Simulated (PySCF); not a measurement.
C2H4FGa, SMILES C=[CH][GaH][F]. Geometry optimised at B3LYP-D3(BJ)/def2-SVP. The structure was generated by enumeration; whether it is a known compound was not checked. Other conformers were not sampled.

Q: Give the equilibrium geometry at B3LYP-D3(BJ)/def2-SVP (PySCF confirms it by a frequency run) as bond lengths and angles, and its point group. (Estimate from the structure and the level; the computed values follow.)

A: This is not unique; one that fits is point group Cs.
Atoms: Ga1 H2 F3 C4 C5 H6 H7 H8. Bonds (Å): Ga1–H2 1.563, Ga1–F3 1.767, Ga1–C4 1.947, C4–C5 1.342, C4–H6 1.097, C5–H7 1.097, C5–H8 1.097. Angles (°): H2–Ga1–F3 114.8, H2–Ga1–C4 129.6, F3–Ga1–C4 115.6, Ga1–C4–C5 121.2, Ga1–C4–H6 120.0, C5–C4–H6 118.8, C4–C5–H7 122.4, C4–C5–H8 122.2, H7–C5–H8 115.4.
